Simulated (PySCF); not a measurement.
## Correlation energy of Ne²⁺ (neon, charge +2)

[He] 2s2 2p4, high-spin 3P determinant. Calculation: PySCF 2.14, in aug-cc-pVQZ (6s5p4d3f2g, 80 functions); the non-relativistic Hamiltonian (point nucleus). Frozen: 1s2; 6 electrons correlated.

```csv
level,correlation energy (mhartree)
CCSD,-174.81
(T),-1.88
CCSD(T),-176.69
```

Diagnostics: T1 = 0.0027, D1 = 0.0065, largest double amplitude 0.020.

Q: Is a single reference adequate?

A: Yes: T1 lies below 0.03 and no double amplitude reaches 0.07.
